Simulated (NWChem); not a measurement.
SiH5O4 cation; SMILES O[Si](O)(O)[OH2+]

```xyz
10

O     -1.0076     1.2342    -0.5433
Si    -0.0598     0.1364     0.1413
O     -0.6956    -1.0752     0.9898
O      1.3569     0.7425     0.5944
O      0.4708    -0.9878    -1.2074
H     -1.9519     1.1339    -0.7102
H     -0.9042    -1.0621     1.9309
H      1.5235     1.6885     0.6866
H      1.2449    -0.7874    -1.7625
H      0.3992    -1.9454    -1.0389
```
Atoms are numbered in this order, from 1.

Level: PBE0/def2-SVP (NWChem), optimised geometry, unscaled harmonic frequencies. 

| frequency (cm⁻¹) | IR intensity (km/mol) |
|---|---|
| 52 | 46.8 |
| 168 | 120.1 |
| 227 | 7.9 |
| 262 | 39.8 |
| 306 | 2.9 |
| 308 | 66.8 |
| 341 | 149.4 |
| 359 | 112.1 |
| 376 | 33.5 |
| 438 | 314.2 |
| 576 | 88.7 |
| 688 | 74.3 |
| 697 | 315.4 |
| 731 | 196.4 |
| 776 | 63.8 |
| 865 | 70.7 |
| 1093 | 205.5 |
| 1111 | 224.7 |
| 1586 | 167.1 |
| 3731 | 258.9 |
| 3824 | 370.8 |
| 3903 | 333.4 |
| 3911 | 273.1 |
| 3920 | 257.3 |

The zero-point energy is 43.2 kcal/mol and the thermal correction to the enthalpy at 298.15 K (with zero-point energy) is 48.9 kcal/mol. The heat capacity Cv comes out as 28.1 cal/(mol K) and the entropy at 298.15 K and 1 atm (symmetry number 1) is 85.5 cal/(mol K).

Rigid rotor and harmonic oscillator; modes under 100 cm⁻¹ make the entropy uncertain.
